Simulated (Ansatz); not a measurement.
Relaxation of BClFH$_{3}$O (7 atoms, charge 0, multiplicity 1), to a largest force component of 0.03 eV/Å in at most 50 steps.

Level of theory: RKS BLYP-D4/def2-SVP (Ansatz).

```xyz
7
Properties=species:S:1:pos:R:3
B 0.102 0.285 -0.072
H 0.057 0.379 1.122
Cl 1.570 0.715 -0.953
F -1.014 0.015 -0.747
O 0.354 -2.169 0.759
H -0.572 -2.433 0.584
H 0.249 -1.453 1.437
```

Task: Where does it end, and by what steps?

Result: It converged. The force dipped under the threshold on the way, but the program's further checks kept it going. After 30 steps the energy has fallen by 0.344 eV; H6 moved furthest, 1.47 Å. Joined: B1–O5 (2.60 → 1.76 Å).

```tsv
step	energy less start (eV)	largest force component (eV/Å)	accepted
0	0.0000	0.604	yes
2	0.0978	3.192	no
4	-0.1258	1.187	yes
6	-0.2005	0.553	yes
8	-0.2272	0.230	yes
10	-0.2345	0.219	yes
12	-0.1875	1.169	no
14	-0.2401	0.389	no
16	-0.2450	0.085	yes
18	-0.2496	0.325	yes
20	-0.2819	0.120	yes
22	-0.2962	0.112	yes
24	-0.3188	0.127	yes
26	-0.3335	0.313	yes
28	-0.3436	0.040	yes
30	-0.3439	0.018	yes
```

```xyz
7
Properties=species:S:1:pos:R:3
B 0.047 0.060 0.226
H 0.403 0.829 1.089
Cl 1.201 -0.130 -1.219
F -1.279 0.029 -0.106
O 0.237 -1.528 0.963
H 0.794 -1.988 0.289
H -0.657 -1.933 0.888
```

The run took 82 s on 1 thread of Arm Neoverse V1, on a shared host, peak memory 0.15 GiB.
